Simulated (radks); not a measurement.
Kinetic energies: the exact non-interacting value of the Kohn-Sham orbitals and orbital-free approximations, as 100 (|E| - |E exact|)/|E exact|, negative where the magnitude is too small. Species: Se4+ [Ar] 3d10 4s2; N3+ [He] 2s2; In2+ [Kr] 4d10 5s1; Sc3+ [Ar]; Ba [Xe] 6s2. Calculated with a radial shooting solver on a logarithmic mesh with Libxc functionals: non-relativistic Kohn-Sham, LDA (Slater exchange, Perdew-Wang correlation), spin-polarised, spherical densities, point nucleus. Every spin shell is full or empty, so the densities are truly spherical. Functionals are evaluated on that one density, not self-consistently.

functional          Se4+      N3+     In2+     Sc3+       Ba
exact (hartree)  2392.18  50.5257  5733.10  755.930  7876.22
Thomas-Fermi       -6.04   -10.62    -5.32    -6.91    -5.16
TF + vW/9          -0.78    -0.64    -0.68    -0.69    -0.71
APBEK              +0.06    -0.58    +0.12    +0.15    +0.07
revAPBEK           +0.29    +0.20    +0.30    +0.46    +0.24
Perdew 92          -0.77    -0.62    -0.67    -0.68    -0.70
LKT               +22.30   +51.00   +19.31   +27.44   +18.31
PG1               +17.64   +43.75   +15.18   +22.01   +14.35
DePristo-Kress     -0.12    -1.95    -0.09    -0.01    -0.15
